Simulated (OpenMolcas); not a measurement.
## Ni IV: effect of the active space

```json
{
 "Program": "OpenMolcas",
 "Method": "SS-CASPT2 or its RAS form, IPEA 0.25 Eh, imaginary shift 0.1 Eh",
 "Basis": "ANO-RCC-VTZP",
 "Scalar Hamiltonian": "DKH2, point nucleus",
 "Spin-orbit coupling": "RASSI with atomic mean-field integrals over the reference wave functions, term energies averaged over their components"
}
```

A. 7 electrons in 5 orbitals (3d); 2S+1 = 4 even, 10 roots; 2S+1 = 2 even, 40 roots; closed shells correlated: 3s 3p; CASPT2 step about 8 core-seconds
B. 7 electrons in 9 orbitals (RAS2 3d 4s; RAS3 4p, at most 2 electrons); 2S+1 = 4 even, 50 roots; 2S+1 = 6 even, 5 roots kept (CI in the orbitals of an earlier block); 2S+1 = 2 even, 83 roots kept (CI in the orbitals of an earlier block); 2S+1 = 4 odd, 5 roots (0 in the spin-orbit step); 2S+1 = 6 odd, 5 roots kept (CI in the orbitals of an earlier block); closed shells correlated: 3s 3p; CASPT2 step roughly 4 core-minutes

Energies in eV above 3d⁷ ⁴F_9/2, the measured ground level; measured values from Corliss and Sugar, J. Phys. Chem. Ref. Data 10, 197 (1981).

| Level | A | B | Measured |
| --- | --- | --- | --- |
| 3d⁷ ⁴F_9/2 | 0.0000 | 0.0000 | 0.0000 |
| 3d⁷ ⁴F_7/2 | 0.1427 | 0.1532 | 0.1475 |
| 3d⁷ ⁴F_5/2 | 0.2461 | 0.264 | 0.2532 |
| 3d⁷ ⁴F_3/2 | 0.316 | 0.338 | 0.3250 |
| 3d⁷ ⁴P_5/2 | 2.288 | 2.259 | 2.2464 |
| 3d⁷ ⁴P_3/2 | 2.335 | 2.283 | 2.2772 |
| 3d⁷ ⁴P_1/2 | 2.403 | 2.372 | 2.3505 |
| 3d⁷ ²G_9/2 | 2.438 | 2.452 | 2.4586 |
| 3d⁷ ²G_7/2 | 2.574 | 2.598 | 2.5972 |
| 3d⁷ ²P_3/2 [74 %] | 3.166 | 2.876 | 2.9321 |
| 3d⁷ ²H_11/2 | 3.273 | 3.358 | 3.3041 |
| 3d⁷ ²P_1/2 | 3.336 | 2.998 | 3.0564 |
| 3d⁷ ²D_5/2(1) | 3.377 | 3.359 | 3.3595 |
| 3d⁷ ²H_9/2 | 3.396 | 3.490 | 3.4316 |
| 3d⁷ ²D_3/2(1) | 3.617 | 3.574 | 3.5680 |
| 3d⁷ ²F_5/2 | 5.435 | 5.380 | 5.3856 |
| 3d⁷ ²F_7/2 | 5.496 | 5.446 | 5.4378 |
| 3d⁷ ²D_3/2(2) | 8.561 | 8.413 | 8.3516 |
| 3d⁷ ²D_5/2(2) | 8.629 | 8.488 | 8.4297 |

Deviations, from unrounded energies. A percentage is the sum of absolute deviations over the sum of measured energies, with the sign that they share, or ± where signs differ.

| Against measurement | Levels | A | B |
| --- | --- | --- | --- |
| mean absolute deviation (cm-1) | 18 | 620 | 200 |
| fine structure of the ground term (%) | 3 | -2.8 | +4.1 |
| other terms of the ground configuration (%) | 15 | ±2.3 | ±0.7 |

B lies closest to measurement on these levels. The largest miss of B in the table is 3d⁷ ²D_3/2(2), by +500 cm-1. The ranking rests on the paired levels alone, and a cruder setting can come out closer through cancelling errors.

Between A and B the level of the table that moves most is 3d⁷ ²P_1/2, by 2700 cm-1 (lowest in B, highest in A). Moves below CASPT2's spread within the term are not significant.

Term energies are means over components that CASPT2 splits; among the terms shown or strongly mixed into the levels shown the widest spread is 1600 cm-1 (3d⁷ ²H, A). The CASPT2 spread within a term exceeds the gap to the next term for 3d⁷ ²P and 3d⁷ ²H, 3d⁷ ²H and 3d⁷ ²D(1), so the order of their levels is uncertain (figures for A; the like holds for B). Some levels mix across a computed gap that differs much from the measured one, so their mixing is not that of the real levels (holds for A). Some high roots are left out of the spin-orbit mixing, which shifts the levels that they would mix with (holds for B). Terms from blocks run as CI alone lack orbitals of their own (holds for B). Computed and measured levels are paired by configuration, term and J; levels that our copy of the source lacks, or whose pairing is in doubt (as where it misses far off the trend of its configuration), stay unpaired and out of the deviations. Levels of configurations outside the active space are missing. The table leaves out levels that lie high or whose names do not pair safely across all columns.

A share in square brackets marks a mixed level and gives the weight of the term that names it, the lowest over the columns. A number in round brackets counts repeated terms of one configuration in the order of the reference energies.
